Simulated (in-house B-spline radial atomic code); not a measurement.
A fraction x of an electron is removed from 5p in Dy5+, starting from [Kr] 4d10 4f8 5s2 5p5 and keeping the highest spin. Method: scalar-relativistic (X2C) r2SCAN0, spin-polarised, spherical fractional occupations, Fermi nucleus of rms radius 5.2218 fm. Calculated with a radial B-spline atomic code at the basis-set limit.

Caution: exact exchange at fractional occupations of open shells leaves self-interaction of up to several eV.

| x | E(x) - E(0) (eV) | 5p down level (eV) |
| --- | --- | --- |
| 0 | 0.0000 | -83.607 |
| 0.08 | 6.7298 | -84.638 |
| 0.2 | 16.9791 | -86.185 |
| 0.34 | 29.1715 | -87.992 |
| 0.39 | 33.5872 | -88.637 |
| 0.5 | 43.4154 | -90.058 |
| 0.62 | 54.3153 | -91.607 |
| 0.75 | 66.3333 | -93.285 |
| 0.82 | 72.8949 | -94.189 |
| 0.95 | 85.2484 | -95.865 |
| 1 | 90.0577 | -96.509 |

The exact functional would give a straight line between the two integer points. Deviations E(x) - E(0) - x[E(1) - E(0)], in eV: -0.475 at x = 0.08, -1.032 at x = 0.2, -1.448 at x = 0.34, -1.535 at x = 0.39, -1.613 at x = 0.5, -1.52 at x = 0.62, -1.21 at x = 0.75, -0.952 at x = 0.82, -0.306 at x = 0.95.

The curve lies below the straight line by up to 1.613 eV (at x = 0.5): convex, the delocalisation error, to which spherically averaged exact exchange adds.

Question: How well does Slater's transition state (minus the level at half occupation) give the ionisation energy?

Answer: It gives 90.058 eV against 90.058 eV from the two total energies; NIST lists 93.00 eV, ground level to ground level. The end point has an open shell averaged over its orbitals, so its exact exchange keeps a self-interaction and this is no true integer point.
